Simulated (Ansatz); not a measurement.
`CB(N)N`. Charge 0, multiplicity 1. The geometry is a stationary point of PBE0-D4/def2-TZVP. It is one conformer, not always the lowest.

```xyz
11

C     1.005   -0.374    0.862
B    -0.152    0.071   -0.121
N    -1.499   -0.230    0.196
N     0.167    0.747   -1.323
H     1.872    0.291    0.817
H     0.677   -0.418    1.904
H     1.360   -1.377    0.598
H    -2.282   -0.010   -0.393
H    -1.753   -0.706    1.041
H     1.112    0.975   -1.571
H    -0.508    1.031   -2.010
```

Question: What is the dipole moment at ωB97M-V/def2-TZVPP? (An estimate is asked.)

Answer: The calculation gave: 1.09 D, with components (-0.79, 0.23, -0.72) D in this frame, pointing from negative to positive charge.

Question: And with PBE, r2SCAN, B3LYP? (Estimate.)

Answer: Computed: PBE 1.13 D, r2SCAN 1.09 D, B3LYP 1.10 D.

Question: Give the Mulliken charges with ωB97M-V, B3LYP, PBE in def2-TZVPP. (An estimate is asked.)

Answer: Ansatz gave: 
```
atom  ωB97M-V  B3LYP    PBE
  C1    -0.41  -0.37  -0.40
  B2     0.27   0.26   0.22
  N3    -0.30  -0.34  -0.34
  N4    -0.30  -0.34  -0.34
  H5     0.09   0.07   0.08
  H6     0.09   0.07   0.08
  H7     0.12   0.10   0.11
  H8     0.10   0.13   0.14
  H9     0.12   0.15   0.16
 H10     0.12   0.15   0.16
 H11     0.10   0.13   0.14
```

B3LYP here is the variant with VWN-RPA as its local correlation; programs differ in this.
